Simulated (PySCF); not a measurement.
These 2 structures share the formula C2H8O2SeSi. The calculation used PBE0-D3(BJ)/def2-SVP geometry optimisation, gas phase in PySCF. Energies are electronic, without zero-point or thermal terms, for one conformer each. No frequencies were run at this level. Point groups hold within 0.08 Å.

Problem. Rank from lowest to highest electronic energy at this level (kJ/mol).
A. `[CH3:1][O:2][SiH2:3][Se@:4]([CH3:5])=[O:6]` with C1–O2–Si3–Se4 166°, O2–Si3–Se4–C5 -68°
B. `[CH3:1][Se:2][CH2:3][SiH:4]([OH:5])[OH:6]` with C1–Se2–C3–Si4 82°, Se2–C3–Si4–O5 -30°, C3–Si4–O5–H 52°, C3–Si4–O6–H -175°

Solution. B (0.0), A (354.7).

As drawn, the lower has an O–H bond and an Si–C bond, which the higher lacks.

```json
{"SMILES": "C[Se]C[SiH](O)O", "E (Eh)": "-2921.40257", "E rel (kJ/mol)": "0.0", "dipole (D)": "0.31", "point group": "C1", "A, B, C (MHz)": "3682, 971.1, 906.9"}
{"SMILES": "CO[SiH2][Se@](C)=O", "E (Eh)": "-2921.26746", "E rel (kJ/mol)": "354.7", "dipole (D)": "4.59", "point group": "C1", "A, B, C (MHz)": "4107, 994.0, 899.3"}
```
